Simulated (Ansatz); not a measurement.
Ideal-gas functions of `C1[O][GaH][S]1` at 298.15 K and 1 bar, from an Ansatz frequency run at PBE0-D4/def2-TZVP.

Molar mass 132.82 g/mol, point group Cs (symmetry number 1), electronic degeneracy 1, moments of inertia 77.124, 132.001, 205.898 u Å². Harmonic wavenumbers (cm⁻¹, unscaled): 216, 365, 451, 462, 526, 648, 747, 940, 1065, 1193, 1292, 1500, 2070, 3045, 3098.

Use S(trans) = R[1.5 ln M + 2.5 ln T − 1.1517]; rotational temperatures θ = 24.2544 K / I; S(rot) = R[ln(√π/σ · √(T³/θAθBθC)) + 1.5]; for each mode x = 1.438777 ν̃/T, S = R[x/(eˣ − 1) − ln(1 − e⁻ˣ)] and H = RT x/(eˣ − 1); 1 cm⁻¹ = 0.0119627 kJ/mol; R = 8.31446 J/(mol·K).

Problem. By hand: the entropy, in J/(mol·K).

Solution. Translation 169.8. Rotation: θ = 0.3145, 0.1837, 0.1178 K, giving 109.0. Vibration, mode by mode: 8.34, 4.61, 3.32, 3.18, 2.49, 1.57, 1.07, 0.50, 0.30, 0.18, 0.12, 0.05, 0.00, 0.00, 0.00, in all 25.7. Electronic 0.0. Sum 304.5 J/(mol·K).

Problem. By hand: H − E and G − E in kJ/mol, counted from the electronic energy.

Solution. Zero-point energy ½ × 17618 × 0.0119627 = 105.4; thermal vibration 5.1; translation, rotation and pV give 4 RT = 9.9. H − E = 120.4 kJ/mol, and G − E = 120.4 − 298.15 × 304.5/1000 = 29.6 kJ/mol.

Vibration gives 8 % of the entropy.
